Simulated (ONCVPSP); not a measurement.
# Transferability test, ONCV potential for iodine

* Element: I (Z = 53)
* Generator: ONCVPSP 4.0.1
* Type: optimised norm-conserving Vanderbilt (ONCV)
* Functional: BLYP
* Relativity: scalar-relativistic
* Frozen core: [Ar] 3d10
* Valence charge: 25
* Reference configuration: 4s2 4p6 4d10 5s2 5p5
* Partial waves: 4s+5s: rc 1.00 bohr, ncon 4, nbas 9, qcut 10.9 1/bohr, 2 projectors; 4p+5p: rc 1.30 bohr, ncon 4, nbas 7, qcut 10.1 1/bohr, 2 projectors; 4d: rc 1.00 bohr, ncon 3, nbas 7, qcut 10.9 1/bohr, 2 projectors, debl 2.5 Ha
* Local potential: polynomial inside 1.00 bohr (lpopt 4, dvloc0 0 Ha)
* Core correction: none

Energies are relative to the spin-unpolarised reference configuration 4s2 4p6 4d10 5s2 5p5; without spin polarisation the order of configurations can differ from experiment.

```csv
valence configuration,charge,ΔE all-electron (eV),error AE − PS (meV)
4s2 4p6 4d10 5s2 5p4,+1,10.959,-2.5
4s2 4p6 4d10 5s2 5p3,+2,30.651,-7.6
4s2 4p6 4d10 5s2 5p2,+3,59.873,-16
```

What are ΔE and the potential's error for 4s1 4p6 4d10 5s2 5p5?

ΔE = 189.592 eV all-electron; the error (AE − PS) is -105 meV.
